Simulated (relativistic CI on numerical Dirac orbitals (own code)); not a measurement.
**One change at a time: Te V**

Base calculation: Dirac-Coulomb-Breit CI, orbitals from a KLI potential per configuration, model QED (radiative potential, 1s self-energy scaled to tabulated hydrogen-like ionisation energies), valence Slater integrals scaled by 0.85, P86 correlation energy added to each configuration.

CI space (outside the closed core [Kr] 4d10): 5s2, 5s 5p, 5p2, 5s 5d, 5d2, 5s 5f, 5s 5g, 5p 5d, 4f2, 5s 6s, 5s 4f, 4f 5p, 5s 6p, 5f2, 5s 6d, 5s 7s. Levels of other configurations are missing.

Variants: (1) no correlation estimate; (2) self-excluded LDA correlation estimate; (3) non-relativistic limit; (4) one mean potential for all configurations. Shifts of the energy above 5s2 1S_0, in cm⁻¹, for the lowest level and the first level of each name with at least 55 % of one term (blank where a level changes its place among those of its configuration and J or its character, or is not in the variant):

```
      Level      Base     Δ(1)    Δ(2)      Δ(3)     Δ(4)  Measured
   5s2 1S_0       0.0      0.0     0.0       0.0      0.0       0.0
5s 5p 3P°_0   70660.7  -1036.9   +61.2   -4682.8   +353.8          
5s 5p 3P°_1   73584.7  -1038.0   +61.9   -7606.8   +356.4          
5s 5p 3P°_2   81126.3  -1038.2   +62.0  -15148.4   +356.5          
5s 5p 1P°_1  111230.6  -1083.4   +89.3  -12759.4   +478.5  111707.0
   5p2 3P_0  173995.9  -1894.0  +215.5  -15161.1   +826.4  176248.0
   5p2 1D_2  178637.5  -2052.5  +333.5  -20754.0   +876.7  182797.0
   5p2 3P_1  179673.7  -1897.6  +215.1  -20838.8   +871.2  182419.0
   5p2 3P_2  188686.1  -1967.6  +269.9  -29851.3   +929.2  192592.0
 5s 5d 3D_1  211807.1  -2893.2  +992.2  -16226.4   +968.4  215612.0
   5p2 1S_0  212095.7  -1879.7  +230.3  -26632.4  +1059.4          
 5s 5d 3D_2  212291.1  -2892.4  +991.6  -16710.5   +972.0  216137.0
 5s 5d 3D_3  213070.3  -2892.8  +991.8  -17489.7   +977.8  216989.0
 5s 5d 1D_2  229573.9  -2685.0  +838.5  -17783.1  +1058.3
```

At this charge configurations can still be misplaced by up to about 7 % of their energy. Levels and lines within the n = 5 or 6 shells can be off by up to 10 % or somewhat more, and those that change n by about 2 %, since core polarisation is missing. 9 of the 9 excited levels that our extract of the measured tables holds in this range could be paired (the sources list more); they are missed by 3264 cm⁻¹ on average and 4265 at most, and levels without a partner can miss by more.

Measured levels: Moore, Atomic Energy Levels, vol. III, NSRDS-NBS 35 (1971 reprint of NBS Circular 467, 1958).

Ionisation energy from the two ground configurations alone: base 57.25 eV; no correlation estimate 56.2 eV; self-excluded LDA correlation estimate 57.62 eV. The NIST ASD value (measured) is 59.3 eV. The gap of more than 2 % comes from missing correlation.

LS names give the leading component of a level, which can be under half, so a name can repeat, a term be missing and a line seem to break the LS rules.
